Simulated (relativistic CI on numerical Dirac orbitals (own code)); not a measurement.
# Ta53+: q coefficients and field-shift factors

Method of calculation: Dirac-Coulomb-Breit CI, orbitals from a KLI potential per configuration, derivatives by finite differences, unscaled Slater integrals, QED left out (own radial code, finite nucleus).

Configurations in the expansion (outside the closed core [Ne]): 3s2 3p6 3d2, 3s2 3p5 3d3, 3s 3p6 3d3, 3s2 3p6 3d 4s, 3s2 3p6 3d 4p, 3s2 3p6 4s2. Double excitations out of closed p, d and f shells are left out; levels of such configurations are missing from the list, as are those of other unlisted configurations, and high levels can miss mixing partners.

With x = (α/α₀)² − 1 an excitation energy changes as ω = ω₀ + qx; K = 2q/ω₀ is the relative enhancement. Terms are leading LS components, so labels can repeat. The field-shift factor is F = δν/δ⟨r²⟩ for the transition from the lowest level.

Lowest level 3s2 3p6 3d2 3F_2.

| Level | ω₀ (cm⁻¹) | q (cm⁻¹) | K | F (GHz/fm²) |
| --- | --- | --- | --- | --- |
| 3s2 3p6 3d2 3P_0 | 191012 | 22430 | 0.235 | 0.753 |
| 3s2 3p6 3d2 3F_3 | 543060 | 577700 | 2.13 | 13.6 |
| 3s2 3p6 3d2 3P_2 | 628379 | 577600 | 1.84 | 12.7 |
| 3s2 3p6 3d2 1G_4 | 654293 | 581700 | 1.78 | 14 |
| 3s2 3p6 3d2 3P_1 | 667396 | 588300 | 1.76 | 12.6 |
| 3s2 3p6 3d2 3F_4 | 1153521 | 1.149e+06 | 1.99 | 26.9 |
| 3s2 3p6 3d2 3P_2 | 1220150 | 1.164e+06 | 1.91 | 26.3 |
| 3s2 3p6 3d2 1S_0 | 1425081 | 1.157e+06 | 1.62 | 28.4 |
| 3s2 3p5 3d3 3D°_2 | 2160172 | 143000 | 0.132 | 20.1 |
| 3s2 3p5 3d3 5D°_1 | 2197981 | 169200 | 0.154 | 20.4 |
| 3s2 3p5 3d3 5D°_0 | 2232566 | 156600 | 0.14 | 20.5 |
| 3s2 3p5 3d3 3F°_3 | 2247119 | 137300 | 0.122 | 20.3 |
| 3s2 3p5 3d3 5F°_3 | 2630988 | 705100 | 0.536 | 33.1 |
| 3s2 3p5 3d3 5G°_4 | 2676517 | 709400 | 0.53 | 33.4 |
| 3s2 3p5 3d3 5S°_2 | 2687913 | 715700 | 0.533 | 33.1 |
| 3s2 3p5 3d3 5D°_2 | 2710320 | 723600 | 0.534 | 33.1 |
| 3s2 3p5 3d3 5D°_1 | 2726736 | 718700 | 0.527 | 32 |
| 3s2 3p5 3d3 3G°_5 | 2743464 | 705900 | 0.515 | 33.8 |
| 3s2 3p5 3d3 3G°_3 | 2750749 | 711400 | 0.517 | 33.3 |
| 3s2 3p5 3d3 3H°_6 | 2752634 | 682500 | 0.496 | 33.5 |
| 3s2 3p5 3d3 3P°_0 | 2755577 | 697200 | 0.506 | 32.7 |
| 3s2 3p5 3d3 3F°_4 | 2759809 | 705400 | 0.511 | 33.6 |
| 3s2 3p5 3d3 3G°_4 | 2810186 | 706400 | 0.503 | 33.8 |

At this charge energies of transitions that change n are usually good to better than 1 %, and those within a shell (Δn = 0) to a few per cent.
